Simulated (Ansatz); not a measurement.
System: PbI (charge +1, singlet). SMILES: [I][Pb+]
Coordinates optimised at B3LYP-D3(BJ)/def2-TZVP (Ansatz, a quantum-chemistry and plane-wave program):
```xyz
2

Pb     0.0000     0.0000    -1.0593
I      0.0000     0.0000     1.6389
```
Charge +1, spin multiplicity 1.

Wanted: vertical ionisation energy (to the doublet state of charge +2; each state is the SCF solution reached for its spin), in eV. Valence correlation only, unless marked. UHF or UKS for open shells. Spin-orbit coupling is left out. The frozen core is the preceding noble-gas configuration, with the filled d and f shells of earlier blocks. In def2 rows, elements after Kr have scalar-relativistic effective core potentials. CBS(X,Y): correlation extrapolated as X^-3; Hartree-Fock from the larger set.

```csv
level,program,vertical ionisation energy (eV)
SVWN5/def2-TZVPD,Ansatz,(withheld)
B3LYP/def2-TZVPD,Ansatz,(withheld)
BHLYP/def2-TZVPD,Ansatz,14.88
wB97M-V/def2-TZVPD,Ansatz,14.89
CCSD/def2-SVPD,Ansatz,14.74
CCSD/def2-QZVPPD,Ansatz,14.89
"CCSD(T)/CBS(def2-TZVPPD,def2-QZVPPD)",Ansatz,(withheld)
```

### Question
What belongs in the gaps?

### Answer

- SVWN5/def2-TZVPD, vertical ionisation energy (eV): 15.47
- B3LYP/def2-TZVPD, vertical ionisation energy (eV): 15.13
- CCSD(T)/CBS(def2-TZVPPD,def2-QZVPPD), vertical ionisation energy (eV): 15.11
